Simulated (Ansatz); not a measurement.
Born–Oppenheimer molecular dynamics of C₂H₉NSi (13 atoms, charge 0, multiplicity 1). It starts from a relaxed structure.

Computed with RKS PBE0-D4/6-31G in Ansatz 0.2.0.

```
ensemble        : NVT, Nosé–Hoover chain
time step       : 1 fs
steps asked     : 300
set temperature : 400 K
thermostat      : time constant 50 fs, chain length 3
seed            : 87610
```

First frame:

```xyz
13
Properties=species:S:1:pos:R:3
Si -0.002 0.000 0.009
N 0.043 -0.109 1.776
C -1.140 -0.437 2.552
H -1.881 -0.946 1.925
H -0.878 -1.115 3.377
H -1.622 0.452 2.992
C 1.148 0.427 2.550
H 1.389 -0.248 3.384
H 2.042 0.519 1.926
H 0.928 1.420 2.979
H 1.405 -0.174 -0.495
H -0.528 1.304 -0.565
H -0.903 -1.095 -0.497
```

Question: How far do the bonds stretch over the last three quarters of this one trajectory? (Pairs bonded in most of those frames.)

Answer: 
```csv
bond,mean (Å),spread (Å),shortest,longest
Si1–N2,1.774,0.030,1.71,1.83
Si1–H11,1.508,0.028,1.46,1.55
Si1–H12,1.559,0.135,1.34,1.76
Si1–H13,1.516,0.062,1.42,1.61
N2–C3,1.463,0.042,1.37,1.56
N2–C7,1.462,0.050,1.36,1.57
C3–H4,1.098,0.016,1.07,1.13
C3–H5,1.105,0.029,1.05,1.16
C3–H6,1.111,0.047,1.03,1.20
C7–H8,1.101,0.010,1.08,1.12
C7–H9,1.097,0.011,1.07,1.12
C7–H10,1.105,0.015,1.08,1.14
```

Mean temperature of the second half: 443 K. The conserved energy stayed within 2.3 meV per atom of its start (net change 1.7 meV per atom), so the integration is sound. The mean temperature of the second half is 11 % above the set value. A run of 0.3 ps of so small a system gives no equilibrium averages. Limits of this set-up: no polarisation functions.

Time of the run: 14 min on 1 thread of Intel(R) Xeon(R) CPU @ 2.60GHz (Ice Lake), with other jobs on the host, peak memory 0.15 GiB.
